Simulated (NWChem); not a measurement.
Molecule: CH6BNO; SMILES CB(N)O

```xyz
10

B     -0.0209     0.0697     0.0000
C      0.2463    -1.4935     0.0000
H      1.3143    -1.7579    -0.0023
H     -0.2134    -1.9702    -0.8827
H     -0.2092    -1.9693     0.8854
O     -1.2988     0.5826     0.0000
H     -1.9674    -0.1057     0.0008
N      1.0320     1.0021     0.0005
H      0.8638     1.9993    -0.0020
H      2.0058     0.7405    -0.0028
```
Atoms are numbered in this order, from 1.

Computed with NWChem. Pople sets run with spherical d functions. Medium grid unless said otherwise, to which SCAN and Minnesota functionals are sensitive. Geometry: optimised at PBE0/def2-SVP. Total energies of different functionals are on different scales.

```json
[
 {"level": "B3LYP/6-31G*", "energy (Ha)": "-196.6420", "highest occupied level (eV)": "___", "orbital gap (eV)": "___", "dipole (D)": "0.75"},
 {"level": "PBE/6-31G*", "energy (Ha)": "-196.3809", "highest occupied level (eV)": "-5.54", "orbital gap (eV)": "6.97", "dipole (D)": "0.67"},
 {"level": "OLYP/6-31G*", "energy (Ha)": "-196.5545", "highest occupied level (eV)": "-5.44", "orbital gap (eV)": "6.88", "dipole (D)": "0.66"},
 {"level": "revPBE/6-31G*", "energy (Ha)": "-196.5672", "highest occupied level (eV)": "-5.51", "orbital gap (eV)": "7.03", "dipole (D)": "0.66"},
 {"level": "Hartree-Fock/6-31G*", "energy (Ha)": "-195.4572", "highest occupied level (eV)": "-10.89", "orbital gap (eV)": "16.78", "dipole (D)": "0.95"},
 {"level": "M06-2X/6-31G*", "energy (Ha)": "-196.5497", "highest occupied level (eV)": "-8.59", "orbital gap (eV)": "11.88", "dipole (D)": "0.81"},
 {"level": "TPSSh/6-31G*", "energy (Ha)": "-196.6419", "highest occupied level (eV)": "-6.28", "orbital gap (eV)": "8.32", "dipole (D)": "0.72"},
 {"level": "TPSS/6-31G*", "energy (Ha)": "-196.6594", "highest occupied level (eV)": "-5.66", "orbital gap (eV)": "7.31", "dipole (D)": "0.67"},
 {"level": "CAM-B3LYP/6-31G*", "energy (Ha)": "-196.5433", "highest occupied level (eV)": "-8.52", "orbital gap (eV)": "11.91", "dipole (D)": "0.78"}
]
```

Q: Fill in the missing entries.

A: 
- B3LYP/6-31G*, highest occupied level (eV): -6.80
- B3LYP/6-31G*, orbital gap (eV): 8.84
